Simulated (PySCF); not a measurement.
Al(H)(OMe)2 (C2H7AlO2), SMILES [O](C)[AlH][O]C. Geometry: PBE-D3(BJ)/def2-SVP. The structure was generated by enumeration; whether it is a known compound was not checked. One conformer was computed; it need not be the lowest.

Computed equilibrium geometry at PBE-D3(BJ)/def2-SVP (PySCF confirms it by a frequency run) as a Z-matrix, and its point group (one conformer of several):
point group C2v.
```
Al
O 1 1.7074
C 2 1.3979 1 141.88
H 3 1.1142 2 110.75 1 -120.72
H 3 1.1142 4 107.01 2 120.80
H 3 1.1159 4 107.28 5 114.87
O 1 1.7074 2 124.30 3 0.00
C 7 1.3979 1 141.88 2 0.00
H 8 1.1142 7 110.75 1 120.72
H 8 1.1142 9 107.01 7 -120.80
H 8 1.1159 9 107.28 10 -114.87
H 1 1.5751 2 117.85 3 180.00
```
Charge 0, spin multiplicity 1.
